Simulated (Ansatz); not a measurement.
Reaction (cleavage of the B–Ge bond): `[BH2][GeH]1[O]C[O]1` + `BNCC=C` → `BN(B)CC=C` + `C1[O][GeH2][O]1`

Program: Ansatz. Geometries: PBE0-D4/def2-TZVP. ΔE: electronic, gas phase. CCSD(T)/CBS adds triple-zeta CCSD(T) − MP2 to the extrapolated MP2 energy (def2 sets, frozen cores). DFT in def2-TZVPP. B3LYP here is the variant with VWN-RPA as its local correlation; programs differ in this. For Ge outer-core shells are correlated without core-valence functions, which leaves a few kJ/mol of doubt a bond. Scalar relativity is left out up to krypton. One conformer a species, not always the lowest.

```json
{"level": "PBE-D4", "ΔE (kcal/mol)": "-23.6", "difference from CCSD(T)/CBS": "1.9"}
{"level": "PBE0-D4", "ΔE (kcal/mol)": "-24.7", "difference from CCSD(T)/CBS": "0.8"}
{"level": "B3LYP-D4", "ΔE (kcal/mol)": "-25.5", "difference from CCSD(T)/CBS": "0.0"}
{"level": "ωB97X-V", "ΔE (kcal/mol)": "-25.5", "difference from CCSD(T)/CBS": "0.0"}
{"level": "ωB97M-V", "ΔE (kcal/mol)": "-26.5", "difference from CCSD(T)/CBS": "-1.0"}
{"level": "B2PLYP", "ΔE (kcal/mol)": "-25.4", "difference from CCSD(T)/CBS": "0.1"}
{"level": "PBE", "ΔE (kcal/mol)": "-22.5", "difference from CCSD(T)/CBS": "3.0"}
{"level": "r2SCAN", "ΔE (kcal/mol)": "-25.0", "difference from CCSD(T)/CBS": "0.5"}
{"level": "B3LYP", "ΔE (kcal/mol)": "-23.8", "difference from CCSD(T)/CBS": "1.7"}
{"level": "MP2/def2-TZVPP", "ΔE (kcal/mol)": "-27.7", "difference from CCSD(T)/CBS": "-2.2"}
{"level": "SCS-MP2/def2-TZVPP", "ΔE (kcal/mol)": "-26.9", "difference from CCSD(T)/CBS": "-1.4"}
{"level": "HF/def2-QZVPP", "ΔE (kcal/mol)": "-25.9", "difference from CCSD(T)/CBS": "-0.4"}
{"level": "MP2/def2-QZVPP", "ΔE (kcal/mol)": "-27.7", "difference from CCSD(T)/CBS": "-2.2"}
{"level": "HF/CBS(def2)", "ΔE (kcal/mol)": "-25.9", "difference from CCSD(T)/CBS": "-0.4"}
{"level": "MP2/CBS(def2)", "ΔE (kcal/mol)": "-27.4", "difference from CCSD(T)/CBS": "-1.9"}
{"level": "CCSD/CBS(def2)", "ΔE (kcal/mol)": "-25.1", "difference from CCSD(T)/CBS": "0.4"}
{"level": "CCSD(T)/CBS", "ΔE (kcal/mol)": "-25.5", "difference from CCSD(T)/CBS": "0"}
```

Largest T1 diagnostic among the species: 0.013.

The D4 term adds −1.7 kcal/mol with B3LYP and −0.9 kcal/mol with PBE0; it sums over pairs of atoms, weighted by their polarisabilities, and B3LYP, whose exchange is more repulsive, gets the larger term. From PBE to PBE0 (25 % exact exchange), in def2-TZVPP and without D4, ΔE moves by −1.3 kcal/mol.
